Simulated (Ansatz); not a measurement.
Ansatz (a quantum-chemistry and plane-wave program) input (B3LYP/6-31G*):

Ansatz 0.2 input:
```yaml
crystal:
  periodic: [false, false, false]
  atoms:
    - {symbol: C, position_ang: [-1.78742300, 0.06518500, -0.63289400]}
    - {symbol: N, position_ang: [-0.60420200, -0.68790600, -0.30108000]}
    - {symbol: B, position_ang: [0.65808000, -0.09905000, 0.28696600]}
    - {symbol: O, position_ang: [1.43365200, -0.75030000, 1.08100700]}
    - {symbol: O, position_ang: [0.89560600, 1.26151600, -0.16020100]}
    - {symbol: H, position_ang: [-2.25385000, 0.61494200, 0.20904500]}
    - {symbol: H, position_ang: [-1.57166900, 0.81761400, -1.40363900]}
    - {symbol: H, position_ang: [-2.56746000, -0.57990000, -1.06008000]}
    - {symbol: H, position_ang: [-0.82467500, -1.54950500, 0.17633000]}
    - {symbol: H, position_ang: [0.24714300, 1.52660400, -0.81800900]}
basis:
  gaussian:
    orbitals: 6-31G*
hamiltonian:
  xc: {name: B3LYP}
total_charge: -1
relax: {f_tol: 0.003, max_steps: 120}
```

From the output:

```
mean field -7381.94626349 eV, -271.2815215202 hartree, gradient 1.8e-5 eV, S^2 0.000000; 0 other end points of the search recorded, 0 dependent functions left out
the calculation of the forces begins
reference -7381.94645330 eV, -271.2815284959 hartree; 20, 20 occupied and 65, 65 virtual orbitals, 931 factors
relax step  19: F+E_penalty+E_count = -7381.94626349 eV  Δ(F+E_penalty+E_count) = -1.634e-5 eV  max|allowed force component| = 4.776e-3 eV/Å  Δτ_max = 0.0029 Å  (24 SCF iters, accepted)
these checks for a lower state are left out or cut short: starts, cluster_reference, orbital_swaps, neighbouring_geometries, increment
integrals: 0.04 GiB planned
931 factors; integrals over basis functions are off by at most 3.7e-4 eV
mean field: 0.30 GiB planned
mean field -7381.94626568 eV, -271.2815216007 hartree, gradient 5.4e-5 eV, S^2 0.000000; 0 other end points of the search recorded, 0 dependent functions left out
the calculation of the forces begins
reference -7381.94645550 eV, -271.2815285765 hartree; 20, 20 occupied and 65, 65 virtual orbitals, 931 factors
relax step  20: F+E_penalty+E_count = -7381.94626568 eV  Δ(F+E_penalty+E_count) = -2.189e-6 eV  max|allowed force component| = 2.806e-3 eV/Å  Δτ_max = 0.0014 Å  (19 SCF iters, accepted)
integrals: 0.04 GiB planned
931 factors; integrals over basis functions are off by at most 3.7e-4 eV
mean field: 0.30 GiB planned
mean field -7381.94626568 eV, -271.2815216007 hartree, gradient 5.4e-5 eV, S^2 0.000000; 1 other end points of the search recorded, 0 dependent functions left out
the calculation of the forces begins
reference -7381.94645550 eV, -271.2815285765 hartree; 20, 20 occupied and 65, 65 virtual orbitals, 931 factors
Total energy: -7381.94645550 eV, -271.2815285765 hartree
Atom 0 at    -1.817970     0.056623    -0.573873 Å, force     0.000379     0.000678    -0.000356 eV/Å
Atom 1 at    -0.590792    -0.678078    -0.362878 Å, force    -0.000224    -0.000546     0.001027 eV/Å
Atom 2 at     0.631985    -0.036290     0.306394 Å, force    -0.001000     0.000967    -0.002806 eV/Å
Atom 3 at     1.305709    -0.606590     1.238892 Å, force     0.001498    -0.000993     0.002121 eV/Å
Atom 4 at     0.929240     1.259656    -0.287575 Å, force     0.000416     0.000793    -0.000082 eV/Å
Atom 5 at    -2.409987     0.284789     0.342097 Å, force    -0.000555     0.000179     0.000867 eV/Å
Atom 6 at    -1.591330     1.032463    -1.025376 Å, force     0.000110     0.000307    -0.000301 eV/Å
Atom 7 at    -2.515254    -0.454505    -1.267609 Å, force    -0.000605    -0.000601    -0.000797 eV/Å
Atom 8 at    -0.780136    -1.539355     0.143236 Å, force    -0.000032    -0.000602    -0.000194 eV/Å
Atom 9 at     0.463735     1.300488    -1.135862 Å, force     0.000012    -0.000181     0.000521 eV/Å
Dipole moment:    -1.033121     0.151813    -0.682702 e Å
```

The dipole moment of an ion depends on the origin.

The geometry given is a B3LYP-D3(BJ)/def2-TZVP minimum.
